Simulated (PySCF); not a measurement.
Highest occupied level (eV) of eight silicon and germanium compounds: PBE beside CAM-B3LYP, computed with PySCF for isolated molecules in the bases named; differences from unrounded values. The eight are the first of their class met in an unordered collection, after screening for sound electronic states; none was chosen by its value. Each molecule has one DFT geometry for both levels.

| molecule | basis | CAM-B3LYP | PBE | difference |
|---|---|---|---|---|
| CH₁₀OSi₄, SMILES [SiH3][Si@@H]1[SiH2]CO[SiH2]1 | def2-TZVP | -8.47 | -6.11 | 2.36 |
| H5NO3Si, SMILES N[Si](O)(O)O | def2-TZVP | -9.41 | -6.38 | 3.03 |
| CH6ClFSi2, SMILES C[Si@@](Cl)(F)[SiH3] | def2-TZVP | -9.52 | -6.98 | 2.53 |
| Si(H)2(Cl)(Et) (C₂H₇ClSi), SMILES CC[SiH2]Cl | def2-TZVP | -9.83 | -7.15 | 2.68 |
| BrH₅N₂OSi, SMILES N[Si](N)(O)Br | def2-TZVP | -9.08 | -6.26 | 2.83 |
| C2H7NOSi2, SMILES [SiH3]C1=NC[SiH2]O1 | def2-TZVP | -8.80 | -6.10 | 2.71 |
| C4H7FSi, SMILES C=C=C(F)[SiH2]C | def2-TZVP | -8.74 | -6.17 | 2.58 |
| C4H5ClSi, SMILES C#C[Si@H](Cl)C=C | def2-TZVP | -9.60 | -7.13 | 2.47 |

PBE lies below CAM-B3LYP in 0 and above it in 8 of the eight; the mean signed difference is 2.65 and the largest 3.03 eV.
